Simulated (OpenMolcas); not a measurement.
## Ag4+: moving or changing the point charges

Ag4+ among 3 point charges of -2 e arranged as a planar triangle (D3h), 1.88 Å from the ion.
```
   1.8800    0.0000    0.0000  -2.00
  -0.9400    1.6281    0.0000  -2.00
  -0.9400   -1.6281    0.0000  -2.00
```

| Property | Result |
| --- | --- |
| Program | OpenMolcas 26.06 |
| Method | CASSCF |
| Basis | ANO-RCC-VDZP [6s5p3d1f] |
| Scalar Hamiltonian | DKH2, point nucleus |
| Active space | 7 electrons in 5 orbitals (4d) |
| State averaging | 2S+1 = 4 even, 10 roots; 2S+1 = 2 even, 40 roots |
| Spin-orbit coupling | state interaction with AMFI integrals over the reference wave functions |

Runs around this geometry, states (labels of D3, the rotations of D3h). Energies in cm-1 above the lowest state or level, χT in cm3 K/mol.

| R (Å) | q (e) | Ground state | First state of that spin | First gap with spin-orbit (degeneracies) | χT at 300 K | First state of another spin |
| --- | --- | --- | --- | --- | --- | --- |
| 1.88 | -1 | 4A2 | 4E 1072 | 473.9 (2, 2) | 4.495 | 2E 17785 |
| 1.69 | -2 | 4A2 | 4E 1123 | 616.8 (2, 2) | 3.887 | 2E 17075 |
| 1.88 | -2 | 4A2 | 4E 1171 | 597.3 (2, 2) | 4.068 | 2E 17785 |
| 1.96 | -2 | 4A2 | 4E 1128 | 573.2 (2, 2) | 4.160 | 2E 17784 |

Scaling the charges by -1 / -2 = 0.50 scales the first state of the same spin by 1072 / 1171 = 0.92; with fixed orbitals a first-order splitting would follow the charge.

Without dynamic correlation the repulsion within the d shell is too large (B by tens of per cent), so at a given field states of lower spin stand too high. Point charges give a weaker field than real ligands, and real ions of this kind are as a rule low spin; the high spin found here belongs to the model. Spin-orbit coupling mixes the spin-free states strongly: the lowest level takes only 58 % from its leading state, 4A2 (figures for R = 1.88, q = -1; the like holds for R = 1.69, q = -2, R = 1.88, q = -2, R = 1.96, q = -2). The ground term spreads over less than 5000 cm-1, several times less than with real ligands, so orbital moments are less quenched and χT lies further from the spin-only value than at real sites (holds for R = 1.88, q = -1). This is an electrostatic model: the charges have no orbitals. No measured value stands beside these numbers.
